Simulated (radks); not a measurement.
The numbers below are computed, except where a source is named.
Charge is removed step by step from the 5s level of Sn3+, starting from [Kr] 4d10 5s1. Code: a radial shooting solver on a logarithmic mesh with Libxc functionals. Model: scalar-relativistic Kohn-Sham, BLYP, spin-unpolarised, spherical densities, finite nucleus; Fermi nuclear charge, rms radius 4.6519 fm.

| removed (e) | E - E(0) (eV) | eigenvalue (eV) | E minus straight line (eV) |
|---|---|---|---|
| 0 | 0.000 | -36.142 | 0.000 |
| 0.1 | 3.665 | -37.173 | -0.472 |
| 0.2 | 7.433 | -38.210 | -0.841 |
| 0.3 | 11.306 | -39.252 | -1.107 |
| 0.4 | 15.283 | -40.300 | -1.267 |
| 0.5 | 19.365 | -41.355 | -1.323 |
| 0.6 | 23.552 | -42.415 | -1.272 |
| 0.7 | 27.846 | -43.483 | -1.116 |
| 0.8 | 32.247 | -44.558 | -0.852 |
| 0.9 | 36.757 | -45.642 | -0.481 |
| 1 | 41.375 | -46.736 | 0.000 |

Removing the whole electron costs 41.375 eV by Delta-SCF, against 36.142 eV from minus the eigenvalue at the starting occupation. Slater's transition state (half an electron removed) gives 41.355 eV. Integrating minus the eigenvalue over the occupation (Janak's theorem) gives 41.382 eV. In this scalar-relativistic scheme the density is built from large components alone, so the theorem holds only approximately. The mean slope of the eigenvalue, de/dn, is 10.6 eV per electron. Ionisation energy of Sn3+ in the NIST Atomic Spectra Database: 40.74 eV (measured).

Beside tabulated values, note that spin-unpolarised runs miss the spin-polarisation part of the exchange energy of open shells.
